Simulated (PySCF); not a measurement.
Te(OH)(SMe) (CH4OSTe), SMILES [Te](O)SC. Geometry: PBE-D3(BJ)/def2-SVP. The def2 effective core potentials stand for the cores of Te; spin–orbit coupling is left out. The values are those of a single conformer.

Computed equilibrium geometry at PBE-D3(BJ)/def2-SVP (PySCF confirms it by a frequency run) as Cartesian coordinates in Å (one conformer of several):
```xyz
8

Te     0.4231     0.2113     0.5982
O      1.3939     1.4733    -0.6734
H      0.7446     2.1800    -0.8671
S     -0.7385    -1.3096    -0.8559
C     -2.3437    -0.4916    -1.2112
H     -2.8746    -0.2252    -0.2780
H     -2.9457    -1.2318    -1.7763
H     -2.1995     0.4078    -1.8392
```
